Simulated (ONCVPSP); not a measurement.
**Pseudopotential generation for Hf: ONCV, PBE, fully relativistic.**

ONCVPSP 4.0.1 input, shortened (lines: element, Z, core and valence counts, functional; n l f; lmax; l rc ep ncon nbas qcut; lloc lpopt rc5 dvloc0; l nproj debl; icmod fcfact rcfact), PBE, fully relativistic:

```
  Hf 72.00   11    3        4      upf
    1    0    2.00
    2    0    2.00
    2    1    6.00
    3    0    2.00
    3    1    6.00
    3    2   10.00
    4    0    2.00
    4    1    6.00
    4    2   10.00
    4    3   14.00
    5    0    2.00
    5    1    6.00
    5    2    2.00
    6    0    2.00
    2
    0    3.10    0.00    3    6    1.80
    1    1.45    0.00    3    8    6.20
    2    2.80    0.00    5    9    5.00
    4    4    1.35    0.00
    0    1    2.20
    1    2    1.50
    2    2    2.50
    3    2.50    1.55
```

Open shells are filled in proportion to 2j + 1.

All-electron outer shells of the reference configuration (PBE, scalar-relativistic, ld1.x):

```
shell  level (eV)  outermost node (bohr)  outermost maximum (bohr)
   5p      -35.57                   0.60                      1.16
   4f      -16.83                      –                      0.45
   6s       -5.11                   1.37                      2.89
   5d       -2.69                   0.67                      1.69
```

Estimate the cutoffs (Ha) at which the residual kinetic energy of the hardest occupied pseudo-wave falls to 1 and 0.1 mHa per electron.

18 Ha and 97 Ha.

Does the potential have ghost states?

Ghosts flagged at negative energy: s at -74.6 eV; no localised positive-energy state flagged. A true bound ghost makes a file unfit for plane-wave use.

Which valence shell sets the plane-wave cutoff?

5p: 18 Ha for 1 mHa per electron, against 10 Ha for 5d.

Its largest configuration-test error is -28 meV (5p6 5d2 6s0). 1 of 4 tests not solved or not reliable.
